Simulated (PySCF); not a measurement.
Spectrum to structure. Level of theory: PySCF 2.14.0, density-fitted response routines, TDDFT PBE0/def2-SVPD, vertical, gas phase, core orbitals frozen in the response. Geometries: GFN2-xTB, one conformer each.

```
state  E (eV)  λ (nm)       f
   S1    6.30   196.9   0.016
   S2    7.01   176.8  0.0041
   S3    7.56   163.9  0.0037
   S4    7.75   160.0   0.026
   S5    7.83   158.4  0.0065
   S6    8.14   152.3  0.0049
   S7    8.31   149.2   0.018
   S8    8.44   147.0   0.048
```

Question: Which structure fits? All have the formula C2H8FNSi.
A. `CC[Si@H](N)F`
B. `NCC[SiH2]F`
C. `N[SiH2]CCF`

Answer: C. Its S1 lies at 6.30 eV; the nearest of the others has S1 at 6.00 eV. S1 is HOMO→LUMO (98%). Löwdin shares by element: HOMO nitrogen 59%, hydrogen 15% or more, silicon 14%; LUMO silicon 29%, hydrogen 24% or more, nitrogen 14% (atoms not listed hold the other 34%). At the same level the other candidates give, for their lowest levels:
- `CC[Si@H](N)F`: 6.66 eV (f 0.029); 7.02 eV (f 0.005); 7.71 eV (f 0.041); 7.85 eV (f 0.004); 8.24 eV (f 0.010); T1 6.27 eV; HOMO -7.61, LUMO 0.36 eV
- `NCC[SiH2]F`: 6.00 eV (f 0.004); 6.29 eV (f 0.018); 7.20 eV (f 0.009); 7.33 eV (f 0.002); 7.45 eV (f 0.036); T1 5.84 eV; HOMO -6.97, LUMO 0.12 eV

The values belong to the conformer `[NH2:1][SiH2:2][CH2:3][CH2:4][F:5]`: N1–Si2–C3–C4 -175°, Si2–C3–C4–F5 -60°, H–N1–Si2–C3 -48°, H–N1–Si2–C3 175°.
Triplets come from the Tamm–Dancoff approximation.
